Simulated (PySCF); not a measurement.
## Simulated absorption spectrum

(CuH)2 ring, Cu2H2 (singlet state).
Z-matrix (Å and degrees, PBE0-D3(BJ)/def2-SVP geometry), rows numbered from 1:
```
Cu
H   1  1.7696
Cu  2  1.7746  1   74.95
H   3  1.7655  2  104.93  1    -0.01
```

Computed with TDDFT PBE0/def2-SVPD, vertical, gas phase, core orbitals frozen in the response in PySCF 2.14.0, density-fitted response routines.

Computed states:

```
state  E (eV)       f
   S1    2.03  0.0000
   S2    3.17   0.013
   S3    3.18  0.0000
   S4    3.29  0.0064
   S5    3.46  0.0000
   S6    3.48  0.0000
   S7    3.50  0.0000
   S8    3.59   0.024
   S9    3.75  0.0000
  S10    3.76  0.0029
  S11    4.19  0.0000
  S12    4.28  0.0016
  S13    4.85  0.0000
  S14    4.87  0.0000
  S15    4.93  0.0000
```

Broadening: Gaussians 0.4 eV wide at half height, area fixed by f = 4.319×10⁻⁹ ∫ε dν̃. The width is an assumption, not a result. The curve ends short of the highest state used, and states not computed would add to its high-energy end.

Q: Give the broadened spectrum and its maxima.

A: 
```json
{"E (eV)": "1.43", "ε (L mol⁻¹ cm⁻¹)": "0"}
{"E (eV)": "1.48", "ε (L mol⁻¹ cm⁻¹)": "0"}
{"E (eV)": "1.53", "ε (L mol⁻¹ cm⁻¹)": "0"}
{"E (eV)": "1.59", "ε (L mol⁻¹ cm⁻¹)": "0"}
{"E (eV)": "1.64", "ε (L mol⁻¹ cm⁻¹)": "0"}
{"E (eV)": "1.69", "ε (L mol⁻¹ cm⁻¹)": "0"}
{"E (eV)": "1.74", "ε (L mol⁻¹ cm⁻¹)": "0"}
{"E (eV)": "1.80", "ε (L mol⁻¹ cm⁻¹)": "0"}
{"E (eV)": "1.85", "ε (L mol⁻¹ cm⁻¹)": "0"}
{"E (eV)": "1.90", "ε (L mol⁻¹ cm⁻¹)": "0"}
{"E (eV)": "1.96", "ε (L mol⁻¹ cm⁻¹)": "0"}
{"E (eV)": "2.01", "ε (L mol⁻¹ cm⁻¹)": "0"}
{"E (eV)": "2.06", "ε (L mol⁻¹ cm⁻¹)": "0"}
{"E (eV)": "2.11", "ε (L mol⁻¹ cm⁻¹)": "0"}
{"E (eV)": "2.17", "ε (L mol⁻¹ cm⁻¹)": "0"}
{"E (eV)": "2.22", "ε (L mol⁻¹ cm⁻¹)": "0"}
{"E (eV)": "2.27", "ε (L mol⁻¹ cm⁻¹)": "0"}
{"E (eV)": "2.32", "ε (L mol⁻¹ cm⁻¹)": "0"}
{"E (eV)": "2.38", "ε (L mol⁻¹ cm⁻¹)": "0"}
{"E (eV)": "2.43", "ε (L mol⁻¹ cm⁻¹)": "0"}
{"E (eV)": "2.48", "ε (L mol⁻¹ cm⁻¹)": "0"}
{"E (eV)": "2.54", "ε (L mol⁻¹ cm⁻¹)": "1"}
{"E (eV)": "2.59", "ε (L mol⁻¹ cm⁻¹)": "3"}
{"E (eV)": "2.64", "ε (L mol⁻¹ cm⁻¹)": "8"}
{"E (eV)": "2.69", "ε (L mol⁻¹ cm⁻¹)": "18"}
{"E (eV)": "2.75", "ε (L mol⁻¹ cm⁻¹)": "47"}
{"E (eV)": "2.80", "ε (L mol⁻¹ cm⁻¹)": "93"}
{"E (eV)": "2.85", "ε (L mol⁻¹ cm⁻¹)": "172"}
{"E (eV)": "2.90", "ε (L mol⁻¹ cm⁻¹)": "291"}
{"E (eV)": "2.96", "ε (L mol⁻¹ cm⁻¹)": "493"}
{"E (eV)": "3.01", "ε (L mol⁻¹ cm⁻¹)": "700"}
{"E (eV)": "3.06", "ε (L mol⁻¹ cm⁻¹)": "919"}
{"E (eV)": "3.12", "ε (L mol⁻¹ cm⁻¹)": "1158"}
{"E (eV)": "3.17", "ε (L mol⁻¹ cm⁻¹)": "1307"}
{"E (eV)": "3.22", "ε (L mol⁻¹ cm⁻¹)": "1400"}
{"E (eV)": "3.27", "ε (L mol⁻¹ cm⁻¹)": "1448"}
{"E (eV)": "3.33", "ε (L mol⁻¹ cm⁻¹)": "1489"}
{"E (eV)": "3.38", "ε (L mol⁻¹ cm⁻¹)": "1546"}
{"E (eV)": "3.43", "ε (L mol⁻¹ cm⁻¹)": "1641"}
{"E (eV)": "3.48", "ε (L mol⁻¹ cm⁻¹)": "1758"}
{"E (eV)": "3.54", "ε (L mol⁻¹ cm⁻¹)": "1874"}
{"E (eV)": "3.59", "ε (L mol⁻¹ cm⁻¹)": "1893"}
{"E (eV)": "3.64", "ε (L mol⁻¹ cm⁻¹)": "1808"}
{"E (eV)": "3.70", "ε (L mol⁻¹ cm⁻¹)": "1568"}
{"E (eV)": "3.75", "ε (L mol⁻¹ cm⁻¹)": "1289"}
{"E (eV)": "3.80", "ε (L mol⁻¹ cm⁻¹)": "987"}
{"E (eV)": "3.85", "ε (L mol⁻¹ cm⁻¹)": "705"}
{"E (eV)": "3.91", "ε (L mol⁻¹ cm⁻¹)": "434"}
{"E (eV)": "3.96", "ε (L mol⁻¹ cm⁻¹)": "277"}
{"E (eV)": "4.01", "ε (L mol⁻¹ cm⁻¹)": "178"}
{"E (eV)": "4.06", "ε (L mol⁻¹ cm⁻¹)": "125"}
{"E (eV)": "4.12", "ε (L mol⁻¹ cm⁻¹)": "103"}
{"E (eV)": "4.17", "ε (L mol⁻¹ cm⁻¹)": "103"}
{"E (eV)": "4.22", "ε (L mol⁻¹ cm⁻¹)": "108"}
{"E (eV)": "4.28", "ε (L mol⁻¹ cm⁻¹)": "110"}
{"E (eV)": "4.33", "ε (L mol⁻¹ cm⁻¹)": "104"}
```

Maxima: 347 nm (3.58 eV), ε about 1900, made up of S8 (86%); 291 nm (4.26 eV), ε about 110, made up of S12 (97%) (ε in L mol⁻¹ cm⁻¹; maxima over ε = 5, shares over 10%).

Q: Coming from long wavelengths, where does ε first pass 100 L mol⁻¹ cm⁻¹?

A: At about 442 nm (2.81 eV), 0.78 eV above S1.

Q: What would ε be at 3.58 eV, the highest of these maxima, with half the width (0.2 eV)?

A: About 3270 L mol⁻¹ cm⁻¹ against 1900, a factor of about 1.7; a lone state at its own centre would give exactly 2.

Q: On this curve, what absorbance would a 10⁻⁴ mol/L sample give at 405 nm over a 1 cm path?

A: 405 nm is 3.061 eV, where ε is about 920 L mol⁻¹ cm⁻¹, so A = ε c l ≈ 0.092 (Beer–Lambert, with the gas-phase spectrum and the assumed width).

The vertical ionisation energy (ΔSCF) is 7.61 eV, 2.68 eV above S15.
